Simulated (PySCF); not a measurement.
C3H6BNO.

```xyz
12

C      1.1221    -1.8233     0.0000
C      0.2684    -0.7963     0.0000
C     -1.2658    -0.7625     0.0000
N     -1.2331     0.7121     0.0000
B      0.1907     0.7809     0.0000
O      1.0959     1.7940     0.0000
H      2.2045    -1.6546     0.0000
H      0.7846    -2.8677     0.0000
H     -1.7353    -1.2049     0.9003
H     -1.7353    -1.2049    -0.9003
H     -2.0476     1.3133     0.0000
H      0.6914     2.6697     0.0000
```

Geometry: r2SCAN-D4/def2-SVP. This is a generated structure with no PubChem entry under its InChIKey; it may be hypothetical. One conformer was computed; it need not be the lowest.

These are PBE/pcSseg-1 in PySCF values and carry that method's errors. Non-relativistic, no solvent.

**Question.** Give the absolute GIAO shielding of each atom: isotropic value and principal components (ppm). (An estimate is asked for; the answer gives what the named calculation found.)

**Answer.** 
| atom | σ(iso) | σ11 | σ22 | σ33 | span |
|---|---|---|---|---|---|
| C1 | 59.2 | -40.3 | 59.4 | 158.4 | 198.7 |
| C2 | 21.7 | -76.6 | 6.6 | 135.0 | 211.7 |
| C3 | 125.2 | 112.8 | 119.3 | 143.5 | 30.7 |
| N4 | 160.7 | 92.0 | 174.4 | 215.8 | 123.8 |
| B5 | 73.3 | 43.4 | 86.8 | 89.9 | 46.5 |
| O6 | 228.1 | 141.9 | 257.7 | 284.6 | 142.7 |
| H7 | 25.4 | 23.2 | 24.5 | 28.6 | 5.3 |
| H8 | 25.7 | 23.0 | 25.1 | 28.9 | 5.8 |
| H9 | 27.4 | 24.2 | 26.3 | 31.6 | 7.5 |
| H10 | 27.4 | 24.2 | 26.3 | 31.6 | 7.5 |
| H11 | 28.3 | 23.1 | 25.5 | 36.2 | 13.1 |
| H12 | 28.0 | 22.3 | 24.3 | 37.4 | 15.1 |
